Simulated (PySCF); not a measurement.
# A survey of 19F NMR shifts

[PySCF 2.14: shielding tensors at PBE0/pcSseg-1 (GIAO); geometry: GFN2-xTB; in vacuum; one averaged value for each set of equivalent atoms; relativity neglected; one computed conformer]

Shieldings were converted by a linear fit to measured shifts: 19F (scatter 6.0 ppm rms, 7.0 ppm with the 5 outliers that the fit left out vs CFCl3, solution or neat liquid, with a term for F on sp3 carbon). A few per cent of atoms miss by over 2 rms, more outside the fitted compound classes.

(1) Give the 19F shifts of `C#C[SiH2]/C=C\C(F)(F)F`.

(2) Match the shifts -101.6, -115.1, -136.4, -198.8, -216.8, -229.1 ppm to `C=C/C=C\[C@H](F)C=C`, `Fc1ccccc1C#P`, `C[C@@H](F)[SiH](O[SiH3])O[SiH3]`, `C=C/C=C(/C=C)CF`, `CC#Cc1cccc(C)c1F`, `Fc1cc([SiH3])n(C2CC2)n1`.

Answers

(1) 
```
              compound                   environment  δ (ppm)
C#C[SiH2]/C=C\C(F)(F)F  fluorine of a CF3 group (×3)    -61.2
```

(2) -101.6: Fc1ccccc1C#P (aryl fluorine); -115.1: CC#Cc1cccc(C)c1F (aryl fluorine); -136.4: Fc1cc([SiH3])n(C2CC2)n1 (aryl fluorine); -198.8: C=C/C=C\[C@H](F)C=C (fluorine on an sp3 carbon); -216.8: C=C/C=C(/C=C)CF (fluorine on an sp3 carbon); -229.1: C[C@@H](F)[SiH](O[SiH3])O[SiH3] (fluorine on an sp3 carbon).
